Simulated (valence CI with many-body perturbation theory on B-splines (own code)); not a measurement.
**Sensitivity of CI+MBPT for Pt⁵⁺**

Computed by relativistic CI+MBPT: five valence electrons over a frozen Dirac-Fock core [Xe] 4f14, radial functions for each j: 6 s, 6 p, 5 d, 5 f, 1 g, with the one-electron correlation potential Σ1 (screened to all orders), the two-electron term Σ2, the three-electron term Σ3, Breit, model QED; selected single and double excitations, second order for the rest, scaled by the run's own slope (own B-spline code, finite nucleus).

No measured spectrum was set against this ion. As an estimate, terms of the open shell hold to 2 to 4 % of their energy, and close levels can change places; different configurations can be misplaced against each other by 1,000 to 8,000 cm⁻¹. Among the levels kept, up to 500 cm⁻¹ of a level comes from second order outside the variational space, and about a tenth of that is noise between levels of different J, which matters for small intervals. Only levels of the ground parity were solved; by the run's estimate the other parity begins above the list, which can be wrong where configurations are misplaced.

The reference run has the lowest level 5d⁵ ⁶S_5/2 and an ionisation energy of 75.1314 eV. Its largest variational space holds 10000 state functions.

Names give the largest LS component (configuration and term), which can be under half, so a name can repeat, a term be missing and a line seem to break the LS rules; names also repeat where a configuration has a term twice. Letters in brackets count levels of one name in rising energy.

Changed runs:
A. correlating orbitals by l 3 3 3 3 1 → 4 4 0 0 0; box radius (bohr) 14.52 → 23.85
B. orbitals per symmetry with explicit Σ2 and valence Breit (the others get mean screening factors) 5 → 3; scale of Σ1 1 → 0; scale of Σ2 1 → 0; three-electron term on → off
C. scale of Σ1 1 → 0.8
D. scale of Σ1 1 → 0 (bad on purpose)

Excitation energies of the reference run in cm⁻¹, and shifts in cm⁻¹:

```csv
Level,Reference,A,B,C,D
5d⁵ ⁴G_5/2 [a],18524,+2282,+640,+66,+341
5d⁵ ⁴G_7/2,25189,+2038,+393,-42,-202
5d⁵ ⁴D_3/2 [a],26282,+2360,-562,-36,-172
5d⁵ ⁴G_11/2,26826,+1914,+477,-62,-308
5d⁵ ⁴G_5/2 [b],27552,+1962,-367,-91,-445
5d⁵ ⁴G_9/2,28116,+1903,+226,-89,-444
5d⁵ ⁴P_1/2,30310,+2404,-1276,-86,-425
5d⁵ ⁴D_7/2,34206,+2247,-554,-143,-710
5d⁵ ²D_5/2,36294,+2720,-1274,-120,-591
5d⁵ ²I_11/2,39506,+2292,+431,-157,-765
5d⁵ ⁴D_1/2,39545,+2367,-1787,-209,-1037
5d⁵ ⁴D_3/2 [b],40893,+2628,-2177,-193,-972
Ionisation energy (eV),75.1314,+0.0606,-2.3117,-0.2640,-1.3130
```
